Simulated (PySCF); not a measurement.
# Computed data sheet: `O=S(=O)([O-])CSC(F)(F)F`

Species: C2H2F3O3S2 (charge -1).
Atom-mapped SMILES: `[O:1]=[S:2](=[O:3])([O-:4])[CH2:5][S:6][C:7]([F:8])([F:9])[F:10]` (hydrogens: H11, H12 on C5)

Structural features include: sulfide, CF3 group and C–F bond.

From GFN2-xTB geometry:

```
Point group of the GFN2-xTB geometry                  : C1
Rotational constants A, B, C of the GFN2-xTB geometry : 2.003, 0.765, 0.702 GHz
```

PBE0/pcSseg-1 ground state and GIAO shieldings, non-relativistic (PySCF):

```
HOMO energy                                                 : -2.49 eV
LUMO energy                                                 : 4.08 eV
HOMO–LUMO gap                                               : 6.57 eV
Lowest Hirshfeld atomic charge                              : -0.42 e on O3
Highest Hirshfeld atomic charge                             : +0.43 e on S2
13C chemical shifts (computed TMS as zero) by class         : 142.3 (C7), 54.2 (C5) ppm
1H chemical shifts (computed TMS as zero) by class          : 3.19 (H11/H12) ppm
Isotropic shieldings of nuclei other than C and H, by class : 102 (O1/O3/O4), 220 (F8/F9/F10), 196 (S2), 414 (S6) ppm
Mayer bond orders between heavy atoms                       : O1–S2 1.68, S2–O3 1.66, S2–O4 1.66, S2–C5 0.79, C5–S6 0.97, S6–C7 1.02, C7–F8 1.05, C7–F9 0.95, C7–F10 1.00
```

Monoisotopic mass of the ion (most abundant isotopes, electron mass counted): 194.9403 u.

The rotational constants make it an asymmetric top with κ = (2B − A − C)/(A − C) = -0.90, nearer the prolate limit (−1). With B = h/(8π²I), that is 505.379 GHz u Å² over I, the principal moments of inertia are 252.3, 660.9 and 720.4 u Å² (most abundant isotopes).

Geometry: GFN2-xTB, one conformer, isolated ion. NMR classes are plain means over equivalent atoms (diastereotopic ones count apart unless rotation or inversion swaps them), as if these changed places fast; in this geometry the members of some classes differ. No diffuse functions stand in pcSseg-1, which bears on an anion's orbital energies.

Shape of the structure used: `[O:1]=[S:2](=[O:3])([O-:4])[CH2:5][S:6][C:7]([F:8])([F:9])[F:10]`: O1–S2–C5–S6 -38°, S2–C5–S6–C7 -55°, C5–S6–C7–F8 82°.
